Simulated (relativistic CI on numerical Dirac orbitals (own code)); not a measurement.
Energy levels of Hf LXXII

Calculated at this level of theory: Dirac equation for one electron, model QED (radiative potential, 1s self-energy scaled to tabulated hydrogen-like ionisation energies) (own radial code, finite nucleus).

Configurations in the expansion: 1s, 2s, 2p, 3s, 3p, 3d, 4s, 4p, 4d, 4f, 5s, 5p, 5d, 5f, 5g, 6s, 6p, 6d. Levels of other configurations are missing.

The lowest level is 1s 2S_1/2, with 100 % of that term; Hund's rules for 1s give 2S with J = 1/2, in agreement.

| No. | Configuration | Term | J | E (eV) | % | Landé g |
| --- | --- | --- | --- | --- | --- | --- |
| 1 | 1s | 2S | 1/2 | 0.0 | 100 | 1.804 |
| 2 | 2p | 2P° | 1/2 | 56657.2 | 100 | 0.615 |
| 3 | 2s | 2S | 1/2 | 56678.9 | 100 | 1.952 |
| 4 | 2p | 2P° | 3/2 | 58133.3 | 100 | 1.297 |
| 5 | 3p | 2P° | 1/2 | 67615.2 | 100 | 0.644 |
| 6 | 3s | 2S | 1/2 | 67621.6 | 100 | 1.980 |
| 7 | 3d | 2D | 3/2 | 68053.7 | 100 | 0.783 |
| 8 | 3p | 2P° | 3/2 | 68054.8 | 100 | 1.317 |
| 9 | 3d | 2D | 5/2 | 68180.3 | 100 | 1.185 |
| 10 | 4p | 2P° | 1/2 | 71387.2 | 100 | 0.654 |
| 11 | 4s | 2S | 1/2 | 71389.9 | 100 | 1.990 |
| 12 | 4d | 2D | 3/2 | 71571.0 | 100 | 0.790 |
| 13 | 4p | 2P° | 3/2 | 71571.4 | 100 | 1.325 |
| 14 | 4f | 2F° | 5/2 | 71624.5 | 100 | 0.848 |
| 15 | 4d | 2D | 5/2 | 71624.7 | 100 | 1.191 |
| 16 | 4f | 2F° | 7/2 | 71650.5 | 100 | 1.134 |
| 17 | 5p | 2P° | 1/2 | 73106.7 | 100 | 0.658 |
| 18 | 5s | 2S | 1/2 | 73108.1 | 100 | 1.995 |
| 19 | 5d | 2D | 3/2 | 73200.2 | 100 | 0.794 |
| 20 | 5p | 2P° | 3/2 | 73200.4 | 100 | 1.328 |
| 21 | 5f | 2F° | 5/2 | 73227.6 | 100 | 0.851 |
| 22 | 5d | 2D | 5/2 | 73227.7 | 100 | 1.195 |
| 23 | 5g | 2G | 7/2 | 73240.9 | 100 | 0.883 |
| 24 | 5f | 2F° | 7/2 | 73240.9 | 100 | 1.138 |
| 25 | 5g | 2G | 9/2 | 73248.8 | 100 | 1.106 |
| 26 | 6p | 2P° | 1/2 | 74030.0 | 100 | 0.661 |
| 27 | 6s | 2S | 1/2 | 74030.8 | 100 | 1.997 |
| 28 | 6d | 2D | 3/2 | 74083.7 | 100 | 0.795 |
| 29 | 6p | 2P° | 3/2 | 74083.8 | 100 | 1.330 |
| 30 | 6d | 2D | 5/2 | 74099.6 | 100 | 1.196 |

Energies count from the lowest computed level; ° marks odd parity.
